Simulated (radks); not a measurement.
Results of a calculation; reference values are marked as such.
Task: Valence configurations of Sr+ (all share [Kr]). Level of theory: scalar-relativistic Kohn-Sham, PBE, spin-unpolarised, spherical densities, finite nucleus; Fermi nuclear charge, rms radius 4.224 fm (a radial shooting solver on a logarithmic mesh with Libxc functionals). Order these by energy: 5p1; 4d0.5 5s0.5; 5s0.5 5p0.5; 4d1; 5s1.

Result: From the lowest, in eV above it: 5s1 0.000; 4d0.5 5s0.5 0.833; 5s0.5 5p0.5 1.466; 4d1 1.764; 5p1 2.937. NIST lists [Kr] 5s1 as the ground configuration; this level of theory agrees among the configurations tried. The energies are those of spherical spin-averaged densities, not of single terms.
